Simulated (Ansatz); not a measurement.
Harmonic frequencies (cm⁻¹) at PBE0-D4/def2-TZVP from Ansatz: 44, 105, 139, 160, 207, 255, 304, 416, 419, 435, 511, 547, 692, 808, 936, 1017, 1038, 1061, 1159, 1378, 1422, 1507, 1564, 1690, 3100, 3101, 3241.

**Question.** Which molecule is it?
A. `[F][Ga-]1([Cl])[O]C=CC=[O+]1`
B. `FC(F)(F)C1=CC(C(F)(F)F)=[O+][Zn-]([Cl])[O]1`
C. `FC(F)(F)C1=CC(C(F)(F)F)=[O+][Sn-]([Cl])[O]1`
D. `[CH3][Al-]1([OH])[O]C=CC=[O+]1`

**Answer.** A.
